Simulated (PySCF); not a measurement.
Numbering as in the mapped SMILES `[CH2:1]=[C:2]([F:3])[NH:4][C:5](=[O:6])[CH2:7][CH3:8]`; H(Xn) means a hydrogen on atom n. Ha(C1) is cis to F3; Hb(C1) is trans to F3.

Geometry: GFN2-xTB; GIAO shifts from PySCF 2.14, gas phase, non-relativistic, averaged over equivalent atoms.

At B97-D/pcSseg-1 (176 basis functions, 51 s wall time on 1 thread of an Arm Neoverse N1, shared host):
| atoms | δ (ppm) |
| --- | --- |
| C5 | 163.5 |
| C2 | 156.4 |
| C1 | 73.3 |
| C7 | 33.4 |
| C8 | 11.3 |
| F3 | -108.8 |
| N4 | 156.1 |
| O6 | 429.2 |
| H(N4) | 6.16 |
| Hb(C1) | 5.44 |
| Ha(C1) | 4.24 |
| H(C7) | 2.28 |
| H(C8) | 1.20 |

Chemical shifts δ = σref − σ; ¹³C (181.77 ppm), ¹H (31.85 ppm) against TMS; CFCl3 for ¹⁹F (147.98 ppm); NH3 for ¹⁵N (263.19 ppm); H2O for ¹⁷O (332.11 ppm), all at this level.

Problem. Predict the values at PBE0/pcSseg-1 on the same geometry.

Solution. 
```json
{"atoms": "C5", "δ at PBE0/pcSseg-1": "171.2", "change": "+7.7"}
{"atoms": "C2", "δ at PBE0/pcSseg-1": "161.0", "change": "+4.6"}
{"atoms": "C1", "δ at PBE0/pcSseg-1": "78.2", "change": "+4.9"}
{"atoms": "C7", "δ at PBE0/pcSseg-1": "32.5", "change": "-0.9"}
{"atoms": "C8", "δ at PBE0/pcSseg-1": "10.0", "change": "-1.3"}
{"atoms": "F3", "δ at PBE0/pcSseg-1": "-98.3", "change": "+10.5"}
{"atoms": "N4", "δ at PBE0/pcSseg-1": "155.1", "change": "-1.0"}
{"atoms": "O6", "δ at PBE0/pcSseg-1": "452.5", "change": "+23.3"}
{"atoms": "H(N4)", "δ at PBE0/pcSseg-1": "6.15", "change": "-0.01"}
{"atoms": "Hb(C1)", "δ at PBE0/pcSseg-1": "5.57", "change": "+0.13"}
{"atoms": "Ha(C1)", "δ at PBE0/pcSseg-1": "4.43", "change": "+0.19"}
{"atoms": "H(C7)", "δ at PBE0/pcSseg-1": "2.21", "change": "-0.07"}
{"atoms": "H(C8)", "δ at PBE0/pcSseg-1": "1.22", "change": "+0.02"}
```

Shifts are taken against calculated references (same method and geometry level): ¹³C (σref 186.93) and ¹H (σref 31.72) vs TMS; ¹⁹F (σref 170.95) against CFCl3; NH3 for ¹⁵N (σref 267.73); ¹⁷O (σref 336.08) against H2O.

The largest change is at O6 (amide-type carbonyl oxygen). Cost: 176 basis functions, 26 s wall time on 1 thread of an AMD EPYC 7R43 64-Core, shared host. The order of the carbon signals is the same at both levels.

Hydrogen bonding in solution deshields acid and N–H amide carbonyl carbons by as much as 10 ppm beyond these values. Unscaled 19F shifts against computed CFCl3 carry errors that often reach 10 to 50 ppm. Unscaled 17O shifts of doubly bonded oxygen tend to come out too high, by tens of ppm or more. Experimental scales use liquid or dissolved standards, which lie at an offset from isolated NH3 (liquid NH3: subtract about 20 ppm) and H2O (liquid H2O: subtract about 36 ppm). Unscaled 15N shifts of sp2 nitrogen often come out too high even then, by a few to some tens of ppm.
